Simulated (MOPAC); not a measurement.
MOPAC input (PM7):

```
PM7 PRECISE GNORM=0.05 LET XYZ UHF MS=0.5 GEO-OK AUX(PRECISION=9) THREADS=1
C2HO

C     1.21632400 1   -0.06610200 1   -0.33003600 1
C    -0.01604200 1   -0.01371800 1    0.04003500 1
O    -1.16868300 1    0.10870700 1    0.20657600 1
H     2.14777200 1   -0.39074100 1    0.08740000 1
```

From the output:

```
                                                       MOPAC v23.2.5 Linux

          FINAL HEAT OF FORMATION =         33.14224 KCAL/MOL =     138.66713 KJ/MOL

          COSMO AREA              =         75.13 SQUARE ANGSTROMS
          COSMO VOLUME            =         56.90 CUBIC ANGSTROMS

          GRADIENT NORM           =          0.04330          =       0.02165 PER ATOM
          IONIZATION POTENTIAL    =          9.574998 EV
          ALPHA SOMO LUMO (EV)    =        -10.090  0.516
          BETA  SOMO LUMO (EV)    =         -9.575 -1.980
          NO. OF ALPHA ELECTRONS  =          8
          NO. OF BETA  ELECTRONS  =          7
          MOLECULAR WEIGHT        =         41.0293         POINT GROUP:  C*v

          MOLECULAR DIMENSIONS (Angstroms)

            Atom       Atom       Distance
            H     4    O     3     3.50034
            C     1    O     3     0.00019
            C     2    C     1     0.00000

          SCF CALCULATIONS        =         19

   ATOM   CHEMICAL          X               Y               Z
  NUMBER   SYMBOL      (ANGSTROMS)     (ANGSTROMS)     (ANGSTROMS)

     1       C          1.24915012  *  -0.14005148  *  -0.16244616  *
     2       C         -0.04488043  *   0.00013024  *   0.01782113  *
     3       O         -1.19766138  *   0.12509251  *   0.17821788  *
     4       H          2.24946236  *  -0.24855016  *  -0.30146456  *

                             CARTESIAN COORDINATES

   1    C        1.249150119    -0.140051482    -0.162446157
   2    C       -0.044880431     0.000130242     0.017821130
   3    O       -1.197661378     0.125092511     0.178217881
   4    H        2.249462363    -0.248550161    -0.301464562

           Empirical Formula: C2 H O  =     4 atoms

      MOLECULAR POINT GROUP   :   C*v

          ALPHA EIGENVALUES
 -33.31597 -26.12658 -19.47734 -16.34657 -16.11906 -15.66869 -10.75840 -10.08953
   0.51649   0.81906   2.76728   5.06927   6.09969

           BETA EIGENVALUES
 -32.49477 -25.74053 -19.09677 -16.02499 -15.59988 -15.10604  -9.57500  -1.98046
   0.86918   1.75666   2.95610   5.29180   6.28488

              NET ATOMIC CHARGES AND DIPOLE CONTRIBUTIONS

  ATOM NO.   TYPE          CHARGE      No. of ELECS.   s-Pop       p-Pop
    1          C          -0.346396        4.3464     1.13826     3.20813
    2          C           0.361297        3.6387     1.11365     2.52505
    3          O          -0.222031        6.2220     1.87548     4.34655
    4          H           0.207130        0.7929     0.79287
 DIPOLE           X         Y         Z       TOTAL
 POINT-CHG.     1.359    -0.147    -0.189     1.380
 HYBRID        -0.513     0.055     0.072     0.521
 SUM            0.846    -0.092    -0.117     0.859

          ATOMIC ORBITAL ELECTRON POPULATIONS

     Atom    s        px        py        pz
    1  C   1.13826   0.99519   0.91058   1.30237
    2  C   1.11365   0.87487   0.78343   0.86676
    3  O   1.87548   1.21459   1.45835   1.67361
    4  H   0.79287

                    (SZ)    =    0.500000
                    (S**2)  =    0.784061

          ATOMIC ORBITAL SPIN POPULATIONS

    Atom   Total    s     px     py     pz
         Atomic
    1  C  0.9190  0.023  0.039  0.653  0.205
    2  C -0.1522 -0.015 -0.016 -0.045 -0.076
    3  O  0.2561  0.007  0.008  0.229  0.012
    4  H -0.0229 -0.023

 **********************
 *                    *
 * JOB ENDED NORMALLY *
 *                    *
 **********************

 == MOPAC DONE ==
```

The geometry given is a B3LYP-D3(BJ)/def2-TZVP minimum.
